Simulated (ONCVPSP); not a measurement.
**Mn (Z = 25), ONCV: configuration errors across variants**

manganese, optimised norm-conserving Vanderbilt (ONCV), made with ONCVPSP 4.0.1 (PBE, scalar-relativistic). Core [Ne], reference 3s2 3p6 3d5 4s1.75 4p0.25. Waves: 3s+4s: rc 1.45 bohr, ncon 4, nbas 7, qcut 8.4 1/bohr, 2 projectors; 3p+4p: rc 1.85 bohr, ncon 4, nbas 8, qcut 8.7 1/bohr, 2 projectors; 3d: rc 1.20 bohr, ncon 3, nbas 7, qcut 15.4 1/bohr, 2 projectors, debl 2.6 Ha. Local part: polynomial inside 1.05 bohr (lpopt 5, dvloc0 0 Ha). Core correction: Teter function, fcfact 3, rcfact 1.6.

All-electron excitation energies from the reference (eV): (1) 3s2 3p6 3d5 4s2 4p0 -0.941; (2) 3s2 3p6 3d5 4s1 4p0 7.475; (3) 3s1 3p6 3d5 4s2 4p0 92.565.

1 further variants failed, have other tests or too few solved ones, and are left out.

Errors AE − PS in meV (a dash: test not solved or not reliable):

| change | (1) | (2) | (3) | bound ghosts | GHOST(+) flags above zero |
| --- | --- | --- | --- | --- | --- |
| base | +0.1 | -0.5 | -177 | none | none |
| p: qcut 5.3 | 0.0 | -1.1 | -230 | none | p |
| p: qcut 6.5 | +0.1 | -0.7 | -201 | none | p |
| p: qcut 7.9 | +0.1 | -0.5 | -183 | none | none |
| p: qcut 9.5 | +0.1 | -0.4 | -172 | none | none |
| p: qcut 10.1 | +0.1 | -0.4 | -170 | none | none |

Problem. Give the same row for: p: qcut 11.7.

Solution. +0.1, -0.3, -166; bound ghosts: none; GHOST(+) flags above zero: none.
